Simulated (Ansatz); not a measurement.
`[F][GaH][B](S)Cl`. The species carries charge 0 and has multiplicity 1.

```
atom   x (Å)   y (Å)   z (Å)
  F1  -1.259  -1.433  -0.845
 Ga2  -1.131   0.293  -0.427
  B3   0.751   0.559   0.442
  S4   1.785  -0.877   0.587
 Cl5   1.359   2.092   1.028
  H6  -2.410   1.097  -0.812
  H7   0.904  -1.731   0.027
```

Problem. List the harmonic frequencies (cm⁻¹, unscaled) at PBE0-D4/def2-TZVP in Ansatz. (An estimate is asked.)

Solution. Computed: 53, 94, 174, 212, 279, 355, 485, 523, 602, 641, 794, 943, 989, 2005, 2664.

Problem. Is this a minimum?

Solution. Yes, all 15 modes are real.

Problem. Give the ideal-gas thermochemistry at 298.15 K and 1 bar (rigid rotor, harmonic oscillator; point group Cs, symmetry number 1).

Solution. Zero-point energy 64.7 kJ/mol; H(298) − E = 86.2 kJ/mol; entropy 369.7 J/(mol·K), of which translation 172.8, rotation 121.9, vibration 75.0; G(298) − E = -24.0 kJ/mol. Modes under 100 cm⁻¹ are hindered rotations or soft bends, so the harmonic entropy is rough.

Problem. And at 400, 500, 600, 800 and 1000 K?

Solution. 
```
T (K)  H − E (kJ/mol)  S (J/mol/K)  G − E (kJ/mol)
  400            97.5        402.1           -63.4
  500           109.5        428.8          -104.9
  600           122.2        452.0          -149.0
  800           149.0        490.5          -243.4
 1000           177.1        521.9          -344.7
```
